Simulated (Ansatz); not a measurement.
`[F][K]` + H₂ → `[KH]` + H–F at 600 K and 1 bar (hydrogenolysis of a K–F bond).

Computed with Ansatz on PBE0-D4/def2-TZVP structures; ΔE is electronic, products minus reactants. CBS: MP2 limit from def2 TZ/QZ plus the TZ coupled-cluster correction, frozen cores. This one scheme is used for every species. For K outer-core shells are correlated without core-valence functions, which leaves a few kJ/mol of doubt a bond. Scalar relativity is left out up to krypton.

```
 species  CCSD(T)/CBS energy (Eh)  H − E (kJ/mol)  S (J/(mol·K))
`[F][K]`               -699.28088            22.9          251.7
      H₂                 -1.17544            43.9          150.8
  `[KH]`               -599.99245            24.5          220.8
     H–F               -100.39570            42.3          194.0
```

H − E and S are ideal-gas, rigid-rotor, harmonic terms from PBE0-D4/def2-TZVP. The MP2-based limit puts H₂ 0.8 mEh under its directly extrapolated value; such offsets cancel only in part. 1 Eh = 2625.50 kJ/mol, R = 8.31446 J/(mol·K).

**Question.** By hand: ΔE, ΔH, ΔS and ΔG.

**Answer.** ΔE = (-599.99245) + (-100.39570) − (-699.28088) − (-1.17544) = 0.06817 Eh = 179.0 kJ/mol. Δ(H − E) = 24.5 + 42.3 − 22.9 − 43.9 = 0.0, so ΔH = 179.0 kJ/mol. ΔS = 220.8 + 194.0 − 251.7 − 150.8 = 12.3 J/(mol·K). ΔG = 179.0 − 600 × (12.3)/1000 = 171.6 kJ/mol.

**Question.** By hand: the equilibrium constant, and the temperature at which ΔG would vanish if ΔH and ΔS stayed fixed.

**Answer.** log₁₀ K = −ΔG/(RT ln 10) = -14.9. ΔG = 0 at ΔH/ΔS = 14553 K, far beyond where these terms or the molecules hold.

The number of gas molecules stays the same, so ΔS is small and ΔH decides. A doubt of 5 kJ/mol in ΔE shifts log₁₀ K by 0.4 here. These are equilibria of isolated gas molecules and say nothing of rates. Largest T1 diagnostic: 0.017 (customary marks: 0.02 for closed shells, 0.045 for open ones).
